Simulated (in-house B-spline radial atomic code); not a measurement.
Configurations of La, with energies counted from [Xe] 5d1 6s2. Level of theory: scalar-relativistic (X2C) BP86, spin-polarised, spherical fractional occupations, Fermi nucleus of rms radius 4.855 fm; calculated with an all-electron radial atomic-structure program (B-spline basis). Shells without spins written out take the highest spin.

Occupations are held fixed; configurations that lie above the ionisation limit could autoionise.

```json
{"configuration": "[Xe] 4f1 6s2", "E - E(ref) (eV)": "0.69297", "highest orbital": "4f up", "its <r> (bohr)": "1.548"}
{"configuration": "[Xe] 5d1 6s1 6d1", "E - E(ref) (eV)": "4.0785", "highest orbital": "6d up", "its <r> (bohr)": "10.5"}
{"configuration": "[Kr] 4d10 5s2 5p5 5d1 6s2 7s1", "E - E(ref) (eV)": "24.26", "highest orbital": "7s up", "its <r> (bohr)": "9.569"}
{"configuration": "[Kr] 4d10 5s2 5p5 5d1 6s2 6f1", "E - E(ref) (eV)": "25.845", "highest orbital": "6f up", "its <r> (bohr)": "24.99"}
{"configuration": "[Kr] 4d(4 up, 5 down) 5s2 5p6 5d(1 up, 0 down) 6s2 7p(0 up, 1 down)", "E - E(ref) (eV)": "110.97", "highest orbital": "7p down", "its <r> (bohr)": "12.02"}
{"configuration": "[Kr] 4d9 5s2 5p6 5d1 5f1 6s2", "E - E(ref) (eV)": "111.68", "highest orbital": "5f up", "its <r> (bohr)": "15.8"}
```

**Question.** Order these further configurations by energy, lowest first.
A. [Kr] 4d10 4f1 5s2 5p5 5d1 6s2
B. [Xe] 5d(0 up, 1 down) 5f(0 up, 1 down) 6s(0 up, 1 down)
C. [Kr] 4d10 5s2 5p5 5d1 6s2 7d1
D. [Kr] 4d9 5s2 5p6 5d1 6s2 6d1
E. [Xe] 5f(0 up, 1 down) 6s2

**Answer.** B (4.7095 eV), E (5.6024 eV), A (18.139 eV), C (25.485 eV), D (110.93 eV).

**Question.** How far above the reference does [Kr] 4d9 5s2 5p6 5d1 6s2 6f1 lie?

**Answer.** 111.94 eV; its least bound orbital is 6f up with <r> = 25.03 bohr.
